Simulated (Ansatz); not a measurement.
GaH2Cl. Charge 0, multiplicity 1. Geometry PBE-D4/def2-TZVP, basis def2-TZVP, Ansatz.

```
atom   x (Å)   y (Å)   z (Å)
 Ga1   0.047   0.050  -0.202
  H2  -1.169   0.540  -1.057
  H3   1.552  -0.134  -0.590
 Cl4  -0.430  -0.455   1.849
```

```csv
run,HOMO (eV),LUMO (eV)
A,-8.45,-1.85
B,-8.21,-2.13
C,-10.66,-0.13
D,-7.12,-2.64
E,-7.21,-2.90
F,-7.45,-2.35
```

B3LYP takes the VWN-RPA correlation.

Question: The runs used B3LYP, LDA (SPW92), PBE, PBE0, r2SCAN, ωB97M-V. Estimate which is which.

Answer: A PBE0 (25 % exact exchange); B B3LYP (20 % exact exchange); C ωB97M-V (range-separated); D PBE (0 % exact exchange); E LDA (SPW92) (0 % exact exchange); F r2SCAN (0 % exact exchange). Exact exchange lowers occupied and raises empty levels; among semilocal functionals meta-GGAs tend to open the gap a little, and such runs are hard to tell apart. The gap grows from 4.31 eV (LDA (SPW92)) to 10.53 eV (ωB97M-V).
